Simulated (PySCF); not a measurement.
# C₆ coefficients of unlike pairs at UHF

Calculated with PySCF 2.14 from the dipole response of each species, C₆(A,B) = (3/π) ∫ α_A(iu) α_B(iu) du, in atomic units, from isotropic polarisabilities. For ions this is the dispersion term alone; charge-induced terms of lower order in 1/R come first.

```tsv
species	configuration	basis	relativity	α (bohr³)	C₆ (like pair)
Sb³⁺	[Kr] 4d10 5s2 (1S)	x2c-QZVPPall with one added diffuse shell each of s, p, d, f type (14s10p8d5f1g)	spin-free X2C	12.15	59.36
Pd²⁺	[Kr] 4d8 (3F)	def2-QZVPPD with the def2 core potential (28 electrons) (7s5p4d4f2g)	core potential	5.957	30.59
Re³⁺	[Xe] 4f14 5d4 (5D)	aug-cc-pVTZ-PP with ECP60MDF (6s6p5d3f2g)	core potential	6.919	35.82
P²⁺	[Ne] 3s2 3p1 (2P)	dyall-av3z (19s12p3d2f)	none	9.548	34.94
```

Task: Estimate C₆ for P²⁺ with Re³⁺.

Result: The integral gives 33.09. The combination rule 2 C_A C_B / (C_A α_B/α_A + C_B α_A/α_B) gives 33.48 and the geometric mean 35.38.

No spin-orbit coupling is included.

The other pairs:

| pair | C₆ |
| --- | --- |
| Re³⁺, Pd²⁺ | 33.04 |
| P²⁺, Pd²⁺ | 29.88 |
| Pd²⁺, Sb³⁺ | 40.77 |
| P²⁺, Sb³⁺ | 44.96 |
| Re³⁺, Sb³⁺ | 44.73 |
